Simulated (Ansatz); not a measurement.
Cost and result for the atomization energy of `C[CH2][In]([OH])[F]` (11 atoms, 10 bonds).

Cartesian coordinates in Å:
```
C 1.023 -0.879 -0.795
C 0.930 0.382 0.049
In -1.030 0.855 0.778
O -2.815 0.019 0.624
F -1.279 2.459 1.866
H 0.403 -0.821 -1.692
H 2.053 -1.048 -1.126
H 0.714 -1.768 -0.241
H 1.254 1.266 -0.505
H 1.563 0.323 0.938
H -2.816 -0.788 0.104
```

Total charge 0; spin multiplicity 1. Correlated methods include outer-core shells of In, which these sets cover unevenly. In: def2 effective core potential. The geometry is a stationary point of PBE0-D4/def2-TZVP. It is one conformer, not always the lowest. Program: Ansatz. All runs use 4 threads of an Arm Neoverse V2 on a shared host. Times are those of one run each, without the atoms' runs, and a repeat can differ threefold. Electronic energies, without spin–orbit coupling; frozen cores. CCSD(T)/CBS adds CCSD(T) − MP2 in def2-TZVPP to the MP2 limit, and its time is that of the two runs behind it. T1 = 0.015. With those shells the extrapolation isn't a true limit. B3LYP takes the VWN-RPA correlation (the form of Gaussian; ORCA's B3LYP/G). HSE06 is the plane-wave form, built on full-range PBE exchange.

CCSD(T)/CBS is a level of theory with its own doubt, some kJ/mol a heavy atom from the limit and from the frozen cores, so smaller differences don't rank the functionals.

```
                            level  functions  wall time
               PBE0-D4/def2-TZVPP        258      3.2 s
              BHLYP-D4/def2-TZVPP        258      3.5 s
              HSE06-D4/def2-TZVPP        258      3.6 s
          CAM-B3LYP-D4/def2-TZVPP        258      3.8 s
B3LYP-D4/def2-TZVPP (with forces)        258      5.5 s
            r2SCANh-D4/def2-TZVPP        258        6 s
                B2PLYP/def2-TZVPP        258      6.5 s
               ωB97X-V/def2-TZVPP        258      8.5 s
                B97M-V/def2-TZVPP        258       11 s
                 CCSD(T)/def2-SVP        112       11 s
                   MP2/def2-QZVPP        490       24 s
               CCSD(T)/def2-TZVPP        258    5.6 min
                CCSD(T)/CBS(def2)          –      6 min
```

**Question.** What atomization energy does each give, and how far from CCSD(T)/CBS? (Best estimate.)

**Answer.** Ansatz gave: 
```json
{"level": "PBE0-D4/def2-TZVPP", "atomization (kcal/mol)": "932.8", "difference from CCSD(T)/CBS": "-10.5", "per bond": "-1.0"}
{"level": "BHLYP-D4/def2-TZVPP", "atomization (kcal/mol)": "899.9", "difference from CCSD(T)/CBS": "-43.4", "per bond": "-4.3"}
{"level": "HSE06-D4/def2-TZVPP", "atomization (kcal/mol)": "933.4", "difference from CCSD(T)/CBS": "-9.9", "per bond": "-1.0"}
{"level": "CAM-B3LYP-D4/def2-TZVPP", "atomization (kcal/mol)": "938.7", "difference from CCSD(T)/CBS": "-4.6", "per bond": "-0.5"}
{"level": "B3LYP-D4/def2-TZVPP (with forces)", "atomization (kcal/mol)": "930.8", "difference from CCSD(T)/CBS": "-12.5", "per bond": "-1.3"}
{"level": "r2SCANh-D4/def2-TZVPP", "atomization (kcal/mol)": "930.8", "difference from CCSD(T)/CBS": "-12.5", "per bond": "-1.3"}
{"level": "B2PLYP/def2-TZVPP", "atomization (kcal/mol)": "925.6", "difference from CCSD(T)/CBS": "-17.7", "per bond": "-1.8"}
{"level": "ωB97X-V/def2-TZVPP", "atomization (kcal/mol)": "938.9", "difference from CCSD(T)/CBS": "-4.4", "per bond": "-0.4"}
{"level": "B97M-V/def2-TZVPP", "atomization (kcal/mol)": "935.6", "difference from CCSD(T)/CBS": "-7.7", "per bond": "-0.8"}
{"level": "CCSD(T)/def2-SVP", "atomization (kcal/mol)": "884.2", "difference from CCSD(T)/CBS": "-59.1", "per bond": "-5.9"}
{"level": "MP2/def2-QZVPP", "atomization (kcal/mol)": "950.0", "difference from CCSD(T)/CBS": "6.7", "per bond": "0.7"}
{"level": "CCSD(T)/def2-TZVPP", "atomization (kcal/mol)": "916.5", "difference from CCSD(T)/CBS": "-26.8", "per bond": "-2.7"}
{"level": "CCSD(T)/CBS(def2)", "atomization (kcal/mol)": "943.3", "difference from CCSD(T)/CBS": "0.0", "per bond": "0.0"}
```

At CCSD(T), def2-SVP lies −59.1 kcal/mol from the extrapolated value and def2-TZVPP −26.9 kcal/mol: correlation converges slowly with the basis, and small sets miss more of it in the bonded molecule than in its fragments. From BLYP to BHLYP (50 % exact exchange), in def2-TZVPP and without D4, the atomization energy moves by −28.9 kcal/mol: exact exchange takes away binding that semilocal exchange gives to molecules. The D4 term adds +7.0 kcal/mol with B3LYP and +3.7 kcal/mol with PBE0; it sums over pairs of atoms, weighted by their polarisabilities, and B3LYP, whose exchange is more repulsive, gets the larger term.

Spin–orbit coupling would lower the free In atoms strongly, and the atomization energy with them, by more than many differences here.
